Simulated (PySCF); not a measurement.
# Relaxation of triplet HTi(OH)

Level of theory: UPBE0 in PySCF with Ti def2-TZVP, H def2-TZVP, O def2-TZVP; no relativity; density-fitted integrals. A (50,194) grid was used.

A hand-made bent (heavy-atom frame) start, with no symmetry imposed:

```xyz
4
charge 0 multiplicity 3, angstrom
Ti    0.4069   -0.0112   -0.3144
H     1.7831   -0.0112    0.6492
O    -1.2232   -0.0112    0.8270
H    -1.7287    0.7242    1.1810
```

Problem. What forces act on the atoms at the start (eV/Å)?

Solution. 
```
atom     Fx     Fy     Fz
 Ti1  -2.79   0.00   1.58
  H2   0.73   0.02   0.17
  O3   1.91   0.07  -1.69
  H4   0.15  -0.09  -0.05
```

Problem. What does it relax to?

Solution. It ends at Cs with O–H 0.955 Å, Ti–H 1.771 Å, Ti–O 1.804 Å; H–O–Ti 149.2°, H–Ti–O 133.3° (after a last refinement on a finer grid). A frequency run shows a minimum. Other isomers or separated fragments may lie lower.

Problem. How much energy is released, and in how many steps?

Solution. 47.9 kJ/mol in 13 steps.

With open d or f shells other occupations or spin states may lie lower.

The relaxation took 22 s on 4 threads of a shared Intel Xeon 6975P-C (Granite Rapids) host, with 88 basis functions and 15 gradients; the process peaked at 0.59 GiB.
